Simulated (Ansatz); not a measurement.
Isolated molecules relaxed with PBE0-D4/def2-TZVP in Ansatz; ΔE leaves out vibrations. CCSD(T)/CBS is the MP2 limit (def2-TZVPP, def2-QZVPP) plus CCSD(T) − MP2 in def2-TZVPP, frozen cores. DFT in def2-TZVPP. B3LYP here is the variant with VWN-RPA as its local correlation; programs differ in this. HSE06 is defined as in plane-wave codes. Elements past krypton have def2 core potentials. For Ga, I outer-core shells are correlated without core-valence functions, which leaves a few kJ/mol of doubt a bond. Scalar relativity is left out up to krypton. Each species was taken in one conformer, which may not be the lowest.

Consider the cleavage of the Ga–Si bond: `C[Si](C)(C)[Ga]([Cl])[Cl]` + HI → `[Cl][Ga]([Cl])[I]` + `C[SiH](C)C`.

| level | ΔE (kJ/mol) | difference from CCSD(T)/CBS |
| --- | --- | --- |
| r2SCAN-D4 | -83.9 | 2.5 |
| B3LYP-D4 | -78.7 | 7.7 |
| r2SCANh-D4 | -86.1 | 0.3 |
| HSE06-D4 | -80.1 | 6.3 |
| CAM-B3LYP-D4 | -82.3 | 4.1 |
| PBE-QIDH | -93.4 | -7.0 |
| revPBE | -77.1 | 9.3 |
| PBE0 | -84.7 | 1.7 |
| B3LYP | -86.4 | 0.0 |
| LC-ωPBE | -87.0 | -0.6 |
| RPA@PBE/def2-TZVPP | -81.8 | 4.6 |
| CCSD(T)/def2-SVP | -95.5 | -9.1 |
| HF/def2-QZVPP | -116.0 | -29.6 |
| SCS-MP2/def2-QZVPP | -95.4 | -9.0 |
| MP2/CBS(def2) | -94.6 | -8.2 |
| CCSD/CBS(def2) | -89.1 | -2.7 |
| CCSD(T)/CBS | -86.4 | 0 |

Largest T1 diagnostic among the species: 0.011.

From BLYP to BHLYP (50 % exact exchange), in def2-TZVPP and without D4, ΔE moves by −18.3 kJ/mol. In def2-TZVPP, CCSD(T) changes the Hartree–Fock value by +29.8 kJ/mol (the triples alone add +2.7 kJ/mol) and MP2 by +21.6 kJ/mol.
